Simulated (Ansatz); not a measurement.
Gas-phase electronic energies from Ansatz, PBE0-D4/def2-TZVP geometries. CCSD(T)/CBS adds triple-zeta CCSD(T) − MP2 to the extrapolated MP2 energy (def2 sets, frozen cores). Functionals use def2-TZVPP. Each species was taken in one conformer, which may not be the lowest.

Consider the ligand exchange at the Si–N bond: `CBN[SiH2]C` + `S[SiH](Cl)Cl` → `C[SiH2]S[SiH](Cl)Cl` + `CBN`.

`CBN[SiH2]C`:

```xyz
15

C     1.444    1.083    0.907
B     1.704    0.022   -0.219
N     0.679   -0.496   -1.031
Si   -1.027   -0.120   -0.987
C    -1.864   -0.796    0.535
H     2.121    1.935    0.787
H     0.423    1.472    0.965
H     1.693    0.649    1.883
H     2.821   -0.383   -0.407
H     0.959   -1.176   -1.722
H    -1.224    1.352   -1.053
H    -1.615   -0.734   -2.210
H    -1.423   -0.373    1.441
H    -2.929   -0.552    0.529
H    -1.762   -1.883    0.583
```

`S[SiH](Cl)Cl`:

Z-matrix (Å, degrees):
```
Si
Cl 1 2.036
Cl 1 2.042 2 110.0
S 1 2.113 2 105.8 3 121.1
H 1 1.474 2 109.1 3 -116.8
H 4 1.346 1 92.9 2 -178.6
```

`C[SiH2]S[SiH](Cl)Cl`:

Cartesian coordinates in Å:
```
C 0.571 0.889 1.346
Si -0.977 -0.096 1.044
S -0.673 -1.778 -0.282
Si 0.233 -0.880 -1.952
Cl -0.611 0.927 -2.411
Cl 2.235 -0.556 -1.672
H 1.382 0.245 1.691
H 0.899 1.404 0.442
H 0.372 1.641 2.115
H -1.447 -0.768 2.281
H -2.066 0.753 0.505
H 0.082 -1.782 -3.106
```

`CBN`:

```xyz
9

C    -1.159    0.196    0.047
B     0.254   -0.256   -0.463
N     1.405   -0.070    0.296
H    -1.842   -0.660    0.084
H    -1.611    0.901   -0.659
H    -1.152    0.665    1.035
H     0.387   -0.782   -1.535
H     2.319   -0.353   -0.012
H     1.401    0.360    1.207
```

(1) Is it downhill or uphill in electronic energy at CCSD(T)/CBS, and by how much? (An estimate is asked.)

(2) What do these levels give: PBE-D4, PBE0-D4, PBE, MP2/def2-QZVPP, HF/CBS(def2), MP2/CBS(def2)? (Estimate.)

Largest T1 diagnostic among the species: 0.011.

Results:

(1) The calculation gave: Downhill: ΔE = -29.3 kJ/mol.

(2) Ansatz gave: PBE-D4 -39.7, PBE0-D4 -37.8, PBE -34.6, MP2/def2-QZVPP -33.1, HF/CBS(def2) -13.2, MP2/CBS(def2) -34.9 kJ/mol.

In def2-TZVPP, CCSD(T) changes the Hartree–Fock value by −11.6 kJ/mol (the triples alone add −3.1 kJ/mol) and MP2 by −17.2 kJ/mol. The D4 term adds −8.5 kJ/mol with B3LYP and −4.9 kJ/mol with PBE0; it sums over pairs of atoms, weighted by their polarisabilities, and B3LYP, whose exchange is more repulsive, gets the larger term.

B3LYP here is the variant with VWN-RPA as its local correlation; programs differ in this.
